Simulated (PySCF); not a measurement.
**`C=[CH][GeH2][NH][SiH2]OC`, C3H11GeNOSi**

Molfile (atoms numbered from 1):
```
C3H11GeNOSi
     RDKit          3D

 18 17  0  0  0  0  0  0  0  0999 V2000
   -2.3061    1.6946    0.0270 C   0  0  0  0  0  0  0  0  0  0  0  0
   -2.8525    0.6244   -0.5257 C   0  0  0  0  0  0  0  0  0  0  0  0
   -1.9821   -1.1263   -0.6183 Ge  0  0  0  0  0  4  0  0  0  0  0  0
   -0.2799   -1.1116   -0.0120 N   0  0  0  0  0  0  0  0  0  0  0  0
    0.9908   -0.3470   -0.8765 Si  0  0  0  0  0  4  0  0  0  0  0  0
    2.1734   -0.3456    0.2337 O   0  0  0  0  0  0  0  0  0  0  0  0
    3.4738    0.0891    0.0123 C   0  0  0  0  0  0  0  0  0  0  0  0
   -2.8033    2.6528    0.0676 H   0  0  0  0  0  0  0  0  0  0  0  0
   -1.3192    1.6513    0.4630 H   0  0  0  0  0  0  0  0  0  0  0  0
   -3.8433    0.6984   -0.9567 H   0  0  0  0  0  0  0  0  0  0  0  0
   -1.9077   -1.6025   -2.0417 H   0  0  0  0  0  0  0  0  0  0  0  0
   -2.7240   -2.1551    0.1983 H   0  0  0  0  0  0  0  0  0  0  0  0
   -0.1378   -1.2017    0.9811 H   0  0  0  0  0  0  0  0  0  0  0  0
    1.3285   -1.1558   -2.0523 H   0  0  0  0  0  0  0  0  0  0  0  0
    0.7043    1.0277   -1.3174 H   0  0  0  0  0  0  0  0  0  0  0  0
    4.0352   -0.0239    0.9405 H   0  0  0  0  0  0  0  0  0  0  0  0
    3.4886    1.1386   -0.2915 H   0  0  0  0  0  0  0  0  0  0  0  0
    3.9527   -0.5009   -0.7727 H   0  0  0  0  0  0  0  0  0  0  0  0
  1  2  2  0
  2  3  1  0
  3  4  1  0
  4  5  1  0
  5  6  1  0
  6  7  1  0
  1  8  1  0
  1  9  1  0
  2 10  1  0
  3 11  1  0
  3 12  1  0
  4 13  1  0
  5 14  1  0
  5 15  1  0
  7 16  1  0
  7 17  1  0
  7 18  1  0
M  END
```

Method: GIAO B97-2/pcSseg-1 magnetisability, rotational g tensor and spin-rotation constants, non-relativistic, gas phase in PySCF. Geometry: GFN2-xTB.

The calculation is non-relativistic, which matters for the atoms heavier than Zn.

Problem. Give the nuclear spin-rotation constants along the inertial axes (H = +C I·J) beside the isotropic shieldings.

Solution. Rotational constants 3.0080, 0.6726, 0.5847 GHz. A star marks the isotopologue with that one atom substituted, in its own axes.
```
atom  isotope  Caa (kHz)  Cbb (kHz)  Ccc (kHz)  mean (kHz)  σ (ppm)
  N4      14N      0.091      0.024      0.007       0.041    267.1
  H8       1H     -0.185      0.043     -0.063      -0.068     25.3
  H9       1H      0.221     -0.064     -0.053       0.035     25.8
 H10       1H      0.246     -0.067     -0.055       0.041     25.6
 H11       1H     -0.259     -0.040      0.005      -0.098     27.2
 H12       1H     -0.186     -0.033     -0.014      -0.078     27.1
 H13       1H     -0.335     -0.092     -0.001      -0.142     31.9
 H14       1H     -0.221     -0.018     -0.012      -0.084     26.9
 H15       1H     -0.217      0.011     -0.036      -0.081     26.7
 H16       1H     -0.178     -0.067      0.007      -0.080     27.8
 H17       1H     -0.305      0.016     -0.043      -0.111     28.1
 H18       1H     -0.244     -0.020     -0.024      -0.096     28.0
  C1     13C*      1.247      0.260      0.095       0.534     49.1
  C2     13C*      1.299      0.256      0.098       0.551     47.4
 Ge3    73Ge*     -0.784     -0.186     -0.182      -0.384   1430.8
 Si5    29Si*     -1.640     -0.412     -0.372      -0.808    379.3
  O6     17O*     -0.277     -0.028     -0.016      -0.107    331.5
  C7     13C*      0.438      0.142      0.126       0.236    134.3
```
For the geometry as given, no vibrational averaging.

Problem. How do the rotational constants and the g tensor change when H8, H9, H10, H11, H12, H13, H14, H15, H16, H17, H18 are replaced by deuterium?

Solution. Constants 2.4578, 0.5949, 0.5169 GHz; g -0.0317, -0.0071, -0.0047, against -0.0387, -0.0080, -0.0053 before.
